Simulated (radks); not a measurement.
Values are calculated unless marked as measured or tabulated.
Spin polarisation of the 3p1 shell in S3+. Start: [Ne] 3s2 3p(up 0.5, down 0.5); electrons of 3p are moved from spin down to spin up, other shells keep equal spins. Code: a radial shooting solver on a logarithmic mesh with Libxc functionals. Model: scalar-relativistic Kohn-Sham, SCAN, spin-polarised, spherical densities, finite nucleus; meta-GGA in the generalised Kohn-Sham scheme; Fermi nuclear charge, rms radius of each element as measured or else 0.836 A^(1/3) + 0.57 fm.

moment (Bohr magnetons),E - E(0) (eV),e(3p up) (eV),e(3p down) (eV),3s down minus up (eV),2p down minus up (eV),2s down minus up (eV)
0,0.000,-40.143,-40.143,0.000,0.000,0.000
0.25,-0.045,-40.400,-39.869,0.577,0.085,0.045
0.5,-0.145,-40.641,-39.582,1.132,0.170,0.090
0.75,-0.301,-40.868,-39.282,1.709,0.252,0.131

At moment 0.75 the spin-polarisation energy is -0.301 eV and the 3p exchange splitting 1.587 eV, that is 2.116 eV per Bohr magneton; E = -I m^2/4 would give I = 2.137 eV.
